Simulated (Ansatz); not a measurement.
Li₆⁺, relaxed as a doublet with UKS PBE0/def2-TZVP in Ansatz, starting from the GFN1-xTB geometry. Force threshold 0.02 eV/Å.

The structure comes from a short search, and lower isomers may exist.

Start:

```xyz
6

Li   -0.8742    0.7793    2.1136
Li   -1.4239   -1.7121    0.9831
Li   -0.0405    0.0006   -0.0534
Li    0.0562   -1.8903   -1.5953
Li    1.4304    0.5942   -1.8885
Li    0.8521    2.2283    0.4405
```

Q: Estimate the energy that the relaxation releases and the steps that it takes.

A: 139.1 kJ/mol, in 21 steps; 40 s on 4 threads of Arm Neoverse V2 on a shared host. No frequencies were taken in this run, so the end may be a saddle point.

Q: Does the start keep its bonding?

A: Bonds lost: Li2–Li4 (atoms count from 1). Bonds formed: Li2–Li6, Li4–Li6 (atoms count from 1). Metal–metal contacts that move far: Li3–Li5 2.43 to 3.11 Å, Li1–Li3 2.45 to 3.11 Å, Li2–Li3 2.43 to 3.01 Å, Li3–Li4 2.44 to 3.02 Å. The end is the same structure that another start reached, the lowest one found.

Q: Predict the relaxed structure.

A: 
```tsv
atom	x (Å)	y (Å)	z (Å)
Li1	-1.324	1.446	2.238
Li2	-0.890	-1.605	1.582
Li3	-1.130	0.373	-0.679
Li4	0.847	-1.788	-1.401
Li5	1.357	1.163	-2.378
Li6	1.140	0.410	0.638
```
Bond lengths (bridged metal pairs left out): 5 × Li–Li 2.62 to 3.02 Å.
